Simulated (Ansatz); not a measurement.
Job for Ansatz (a quantum-chemistry and plane-wave program): R-wB97X-V/def2-TZVPP on C3H7B (SMILES BCC=C), a point of a torsion scan.

Ansatz 0.2 input:
```yaml
crystal:
  periodic: [false, false, false]
  atoms:
    - {symbol: B, position_ang: [-1.51075419, 0.86940513, 0.64222000]}
    - {symbol: C, position_ang: [-0.66236465, 0.05354232, -0.39844824]}
    - {symbol: C, position_ang: [0.54416971, -0.67284785, 0.11653976]}
    - {symbol: C, position_ang: [1.57012577, -0.08750967, 0.70691918]}
    - {symbol: H, position_ang: [-1.15302019, 1.00568303, 1.74573892]}
    - {symbol: H, position_ang: [-2.51053772, 1.36155694, 0.28591330]}
    - {symbol: H, position_ang: [-0.33130528, 0.80049067, -1.13259680]}
    - {symbol: H, position_ang: [-1.29502382, -0.63175602, -0.96745394]}
    - {symbol: H, position_ang: [0.53280804, -1.75029655, 0.00927524]}
    - {symbol: H, position_ang: [1.60996919, 0.98196812, 0.83670431]}
    - {symbol: H, position_ang: [2.41360872, -0.64521653, 1.07636831]}
basis:
  gaussian:
    orbitals: def2-TZVPP
hamiltonian:
  xc: {name: wB97X-V}
scf: {lower_state_search: off}
```

Problem. Predict the final total energy.

Solution. -143.3358 hartree.

Problem. How many basis functions does it have, and what does it roughly cost on one machine?

Solution. 222 functions; roughly 7 core-seconds.
